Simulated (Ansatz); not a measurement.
Reaction (formal exchange of groups at a B–C bond): `CBCC#CC` + GeH₄ → `C[BH][GeH3]` + `CC#CC`

Program: Ansatz. Geometries: PBE0-D4/def2-TZVP. ΔE: electronic, gas phase. CBS: MP2 limit from def2 TZ/QZ plus the TZ coupled-cluster correction, frozen cores. For Ge outer-core shells are correlated without core-valence functions, which leaves a few kJ/mol of doubt a bond. Scalar relativity is left out up to krypton. Each species was taken in one conformer, which may not be the lowest.

`CBCC#CC`:

```xyz
15

C    -1.302   -1.054    1.393
B     0.075   -0.320    1.439
C     1.344   -0.889    0.696
C     0.990   -0.049   -0.436
C     0.509    0.718   -1.235
C    -0.022    1.623   -2.234
H    -1.403   -1.588    2.350
H    -1.384   -1.801    0.600
H    -2.157   -0.376    1.341
H     0.210    0.700    2.055
H     2.316   -0.617    1.109
H     1.316   -1.948    0.436
H     0.037    2.660   -1.895
H     0.539    1.543   -3.169
H    -1.069    1.397   -2.451
```

GeH₄:

Cartesian coordinates in Å:
```
Ge 0.000 0.000 0.000
H -0.868 -0.771 1.003
H 0.639 -0.985 -0.987
H 1.102 0.756 0.753
H -0.873 1.000 -0.769
```

`C[BH][GeH3]`:

Z-matrix (Å, degrees):
```
C
B 1 1.548
H 1 1.106 2 102.9
H 1 1.093 2 114.7 3 113.8
H 1 1.091 2 116.2 3 -115.3
Ge 2 2.066 1 123.5 3 93.8
H 2 1.200 1 119.3 3 -83.2
H 6 1.542 2 112.1 1 -127.5
H 6 1.544 2 109.4 1 114.7
H 6 1.542 2 113.8 1 -5.0
```

`CC#CC`:

Cartesian coordinates in Å:
```
C 1.177 -0.153 -1.674
C 0.345 -0.045 -0.490
C -0.344 0.044 0.491
C -1.177 0.153 1.674
H 2.151 0.316 -1.515
H 1.349 -1.199 -1.940
H 0.707 0.337 -2.531
H -1.998 0.855 1.514
H -1.611 -0.815 1.940
H -0.597 0.505 2.532
```

```
      species  CCSD(T)/def2-TZVPP energy (Eh)
    `CBCC#CC`                      -220.30491
         GeH₄                     -2077.98646
`C[BH][GeH3]`                     -2142.60136
      `CC#CC`                      -155.68413
```

Question: Work out ΔE.

Answer: ΔE = (-2142.60136) + (-155.68413) − (-220.30491) − (-2077.98646) = 0.00588 Eh = +0.16 eV. CCSD(T)/CBS gives +0.13 eV.

Largest T1 diagnostic among the species: 0.012.

In def2-TZVPP, CCSD(T) changes the Hartree–Fock value by +0.12 eV (the triples alone add +0.04 eV) and MP2 by +0.20 eV. The D4 term adds +0.05 eV with B3LYP and +0.03 eV with PBE0; it sums over pairs of atoms, weighted by their polarisabilities, and B3LYP, whose exchange is more repulsive, gets the larger term.

B3LYP here is the variant with VWN-RPA as its local correlation; programs differ in this.
